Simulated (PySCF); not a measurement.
SMILES [SiH3]O[SiH2]Cc1ccco1, singlet at its GFN2-xTB optimised geometry (Å):

```
19

Si    -2.5397     1.0365     2.7096
O     -2.4141    -0.5775     2.5434
Si    -1.9886    -1.9776     1.8660
C     -1.4421    -1.6722     0.0547
C     -0.4564    -0.5692     0.0000
C      0.9082    -0.5692     0.0000
C      1.3074     0.7915     0.0000
C      0.1601     1.5168     0.0073
O     -0.9143     0.7014     0.0093
H     -1.1918     1.5788     2.8662
H     -3.3332     1.1812     3.9283
H     -3.2272     1.5687     1.5373
H     -0.8675    -2.4984     2.6457
H     -3.1849    -2.8158     1.8960
H     -2.3099    -1.4022    -0.5475
H     -1.0028    -2.5718    -0.3706
H      1.5477    -1.4282    -0.0099
H      2.3099     1.1684    -0.0069
H     -0.0271     2.5718     0.0073
```

Level of theory: B3LYP/def2-SVP (PySCF).

Map of the electron localisation function on the plane z = 1.2 Å:

```
|                             |
|                             |
|                             |
|                             |
|                             |
|    ::.       ..             |
|  :#%%#:     .:.             |
| .%@@@@#.    .::.            |
| +@@@@@@:    .-=-:.          |
| #@@@@@@-    :+*+=:....      |
| #@@@@@@:    .+**+=-:::.     |
| +@@@@@#   ...:=+*+=:::.     |
| :*%@%*.  .-:   -+*=:..      |
|  ...      ..   .-=-.        |
|            .. .:--:.        |
|      ..    :===++=:         |
|      ...   :+++**=:         |
|      .::--..:-=+=-:         |
|      .:-*#+.  .::::.        |
|  ..:::..:#*:    .::.        |
| .=#%#*: .*+:     ...        |
| -%@@@%+::+-.                |
| =@@@@@#-::.                 |
| -@@@@@#:.                   |
| .#@@@@+.                    |
|  :#@%*:                     |
|   .--:                      |
|                             |
|                             |
```
Scale: ten equal steps from 0.000 (start of ' ') to 1.000 (end of '@'), in the order ' .:-=+*#%@'; x runs from -5.00 to 5.00, y from -5.00 (bottom) to 5.00 (top).
